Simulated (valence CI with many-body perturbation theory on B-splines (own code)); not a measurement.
# Co XIII: configurations and terms from energies and g

Computed by configuration interaction combined with many-body perturbation theory (CI+MBPT): five valence electrons over a frozen Dirac-Fock core [Ne], radial functions for each j: 11 s, 11 p, 10 d, 8 f, 5 g, 2 h, with the one-electron correlation potential Σ1 (screened to all orders), the two-electron term Σ2, the three-electron term Σ3, Breit, model QED; selected single and double excitations, second order for the rest, scaled by the run's own slope (own B-spline code, finite nucleus).

No measured levels were compared; by estimate levels of excited configurations hold to 0.05 to 0.15 % of their energy, terms of the ground configuration to about 0.5 %. Among the levels kept, up to 3200 cm⁻¹ of a level comes from second order outside the variational space, and about a tenth of that is noise between levels of different J, which matters for small intervals.

| No. | J | Parity | E (cm⁻¹) | g |
| --- | --- | --- | --- | --- |
| 1 | 3/2 | odd | 0 | 1.974 |
| 2 | 3/2 | odd | 43918 | 0.886 |
| 3 | 5/2 | odd | 49950 | 1.199 |
| 4 | 1/2 | odd | 79830 | 0.665 |
| 5 | 3/2 | odd | 88507 | 1.273 |
| 6 | 5/2 | even | 295130 | 1.593 |
| 7 | 3/2 | even | 307010 | 1.728 |
| 8 | 1/2 | even | 312100 | 2.658 |
| 9 | 3/2 | even | 365730 | 0.816 |
| 10 | 5/2 | even | 368410 | 1.206 |
| 14 | 3/2 | even | 456200 | 0.433 |
| 15 | 5/2 | even | 460920 | 1.052 |
| 16 | 7/2 | even | 467860 | 1.245 |
| 17 | 5/2 | even | 473840 | 0.956 |

Energies count from the lowest level. Strongly mixed levels and levels close to another of their J and parity are left out, so the numbers can have gaps.

Task: Give configuration and LS term of each level.

Result: 1: 3s²3p³ ⁴S°; 2: 3s²3p³ ²D°; 3: 3s²3p³ ²D°; 4: 3s²3p³ ²P°; 5: 3s²3p³ ²P°; 6: 3s3p⁴ ⁴P; 7: 3s3p⁴ ⁴P; 8: 3s3p⁴ ⁴P; 9: 3s3p⁴ ²D; 10: 3s3p⁴ ²D; 14: 3s²3p²3d ⁴F; 15: 3s²3p²3d ⁴F; 16: 3s²3p²3d ⁴F; 17: 3s²3p²3d ²F.
